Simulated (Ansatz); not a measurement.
Consider the hydrogenolysis of a C–F bond: `FC(F)COC(F)(F)C(F)(F)F` + H₂ → `FC(F)COC(F)(F)C(F)F` + H–F.

Gas-phase electronic energies from Ansatz, PBE0-D4/def2-TZVP geometries. CCSD(T)/CBS is the MP2 limit (def2-TZVPP, def2-QZVPP) plus CCSD(T) − MP2 in def2-TZVPP, frozen cores. This one scheme is used for every species. Functionals use def2-TZVPP. One conformer a species, not always the lowest.

| species | PBE-QIDH energy (Eh) |
| --- | --- |
| `FC(F)COC(F)(F)C(F)(F)F` | -927.73878 |
| H₂ | -1.17036 |
| `FC(F)COC(F)(F)C(F)F` | -828.54606 |
| H–F | -100.38493 |

Question: Work out ΔE.

Answer: ΔE = (-828.54606) + (-100.38493) − (-927.73878) − (-1.17036) = -0.02185 Eh = -57.4 kJ/mol. CCSD(T)/CBS gives -63.4 kJ/mol.

Question: What do rigid-rotor, harmonic-oscillator terms from PBE0-D4/def2-TZVP frequencies (298.15 K, 1 bar) make of the CCSD(T)/CBS value? (Estimate.)

Answer: Computed: ΔZPE = +20.2 kJ/mol, ΔH = -44.9 kJ/mol, ΔS = 28 J/(mol·K), ΔG = -53.3 kJ/mol. Modes under 50 cm⁻¹ make the entropy rough.

Largest T1 diagnostic among the species: 0.012.

Leaving LDA and LC-ωPBE aside and taking each functional with its dispersion term where it has one, the values, not all of them listed here, spread over 17.1 kJ/mol, from B2PLYP to r2SCAN-D4. LDA lies +12.4 kJ/mol from PBE without D4. From PBE to PBE0 (25 % exact exchange), in def2-TZVPP and without D4, ΔE moves by −4.1 kJ/mol.
